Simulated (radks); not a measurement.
Problem. Species: N4+. Configuration: [He] 2s1 (the NIST ground configuration). All-electron calculation, scalar-relativistic Kohn-Sham, exchange-only r2SCAN, spin-polarised, spherical densities, finite nucleus; open shells are filled with parallel spins first; meta-GGA in the generalised Kohn-Sham scheme; Fermi nuclear charge, rms radius 2.5582 fm. Program: a radial shooting solver on a logarithmic mesh with Libxc functionals. Some entries of the table are withheld. Estimate them.

orbital,occ.,eigenvalue (Ry),<1/r> (bohr^-1)
1s up,1,-35.58897,(1)
1s down,1,-35.49754,(2)
2s up,1,-6.59938,(3)

Solution. 
(1) 1s up <1/r> (bohr^-1): 6.686
(2) 1s down <1/r> (bohr^-1): 6.675
(3) 2s up <1/r> (bohr^-1): 1.380
